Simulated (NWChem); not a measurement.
Ionisation of C3H5O

```xyz
9

C      0.6282    -1.2822    -0.0158
C     -0.1341    -0.0577    -0.0038
C      0.6166     1.2555    -0.0100
O     -1.3608    -0.0919     0.0256
H      1.7209    -1.2915    -0.0451
H      0.0828    -2.2284     0.0079
H      1.0580     1.4369     0.9838
H     -0.0814     2.0712    -0.2361
H      1.4415     1.2536    -0.7381
```
Charge 0, spin multiplicity 2.

Program: NWChem. All single points use one geometry, from UPBE0/def2-SVP, a minimum by its harmonic frequencies. It is one conformer; others weren't searched.

Basis set: def2-SVPD. −ε marks an orbital energy of the parent.

B3LYP has NWChem's definition, with VWN1-RPA local correlation. The structure started from a generated list of species. No SCF solution was tested for a lower state.

Question: For the first vertical ionisation energy, −ε(beta HOMO) of PBE gives 5.75 eV and −ε(beta HOMO) of BP86 gives 5.85 eV. What do −ε(beta HOMO) of B3LYP, −ε(beta HOMO) of r2SCAN, G0W0@PBE give?

Answer: −ε(beta HOMO) of B3LYP: 7.16 eV; −ε(beta HOMO) of r2SCAN: 6.06 eV; G0W0@PBE: 8.47 eV.
